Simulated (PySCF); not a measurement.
FH3OS2Si. Atoms are numbered in the order given.

```xyz
8

O     -0.2914    -0.7264     1.7209
Si    -0.2758    -0.1362     0.1634
F     -1.7673    -0.3334    -0.4783
S      1.2356    -1.2445    -0.8471
S      0.0591     1.9650    -0.0574
H     -1.0012    -0.3666     2.2842
H      1.0667    -2.3185    -0.0228
H      1.3173     1.8766     0.4595
```
Charge 0, spin multiplicity 1.

Geometry: PBE-D3(BJ)/def2-SVP. The structure was generated by enumeration, and PubChem lists no compound with its InChIKey, so it may never have been made. One conformer was computed; it need not be the lowest.

Computed with PySCF with HF/pcSseg-1.

GIAO shieldings, no solvent; atoms listed in one row are averaged. δ = σ(ref) − σ: ¹⁷O against H2O (σ = 333.0 ppm); ²⁹Si against TMS (σ = 393.8 ppm); ¹⁹F against CFCl3 (σ = 238.5 ppm); ³³S against H2S (σ = 725.2 ppm); ¹H against TMS (σ = 31.99 ppm), references at their B3LYP-D3(BJ)/def2-TZVP geometries, non-relativistic.

Computed chemical shifts:
| nucleus | atoms | count | δ (ppm) |
|---|---|---|---|
| ¹⁷O | O1 | 1 | 68.6 |
| ²⁹Si | Si2 | 1 | -0.3 |
| ¹⁹F | F3 | 1 | -94.9 |
| ³³S | S5 | 1 | 21.7 |
| ³³S | S4 | 1 | 11.7 |
| ¹H | H6 | 1 | 3.26 |
| ¹H | H7 | 1 | 2.36 |
| ¹H | H8 | 1 | 1.65 |
